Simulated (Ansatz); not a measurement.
`[SiH3][SiH]1[AlH][S]1` + `CO[AsH2]` → `CO[AsH][SiH3]` + `[AlH]1[SiH2][S]1` at 500 K and 1 bar (cleavage of the Si–Si bond).

Calculated with Ansatz (gas phase, PBE0-D4/def2-TZVP geometries, no zero-point term in ΔE). CCSD(T)/CBS adds triple-zeta CCSD(T) − MP2 to the extrapolated MP2 energy (def2 sets, frozen cores). For As outer-core shells are correlated without core-valence functions, which leaves a few kJ/mol of doubt a bond. Scalar relativity is left out up to krypton. One conformer a species, not always the lowest.

```json
{"species": "`[SiH3][SiH]1[AlH][S]1`", "CCSD(T)/CBS energy (Eh)": "-1220.97997", "H − E (kJ/mol)": "162.0", "S (J/(mol·K))": "428.1"}
{"species": "`CO[AsH2]`", "CCSD(T)/CBS energy (Eh)": "-2351.21577", "H − E (kJ/mol)": "183.5", "S (J/(mol·K))": "338.9"}
{"species": "`CO[AsH][SiH3]`", "CCSD(T)/CBS energy (Eh)": "-2641.50192", "H − E (kJ/mol)": "244.8", "S (J/(mol·K))": "433.3"}
{"species": "`[AlH]1[SiH2][S]1`", "CCSD(T)/CBS energy (Eh)": "-930.69501", "H − E (kJ/mol)": "100.6", "S (J/(mol·K))": "340.8"}
```

H − E and S are ideal-gas, rigid-rotor, harmonic terms from PBE0-D4/def2-TZVP, for one conformer and one mirror image of each species. 1 Eh = 2625.50 kJ/mol, R = 8.31446 J/(mol·K).

Question: By hand: ΔE, ΔH, ΔS and ΔG.

Answer: ΔE = (-2641.50192) + (-930.69501) − (-1220.97997) − (-2351.21577) = -0.00119 Eh = -3.1 kJ/mol. Δ(H − E) = 244.8 + 100.6 − 162.0 − 183.5 = -0.1, so ΔH = -3.2 kJ/mol. ΔS = 433.3 + 340.8 − 428.1 − 338.9 = 7.1 J/(mol·K). ΔG = -3.2 − 500 × (7.1)/1000 = -6.8 kJ/mol.

Question: By hand: the equilibrium constant, and the temperature at which ΔG would vanish if ΔH and ΔS stayed fixed.

Answer: log₁₀ K = −ΔG/(RT ln 10) = 0.7. ΔH and −TΔS have one sign here, so there is no such temperature.

TΔS isn't small against ΔH here. A doubt of 5 kJ/mol in ΔE shifts log₁₀ K by 0.5 here. Other conformers and mirror images would add mixing entropy, several J/(mol·K) or more a flexible species. Modes under 60 cm⁻¹, often nearly free rotors, make the harmonic entropy too high. These are equilibria of isolated gas molecules and say nothing of rates. Largest T1 diagnostic: 0.015 (customary marks: 0.02 for closed shells, 0.045 for open ones).

ΔS is within the doubt of such terms, so its sign, and with it that verdict, could turn.
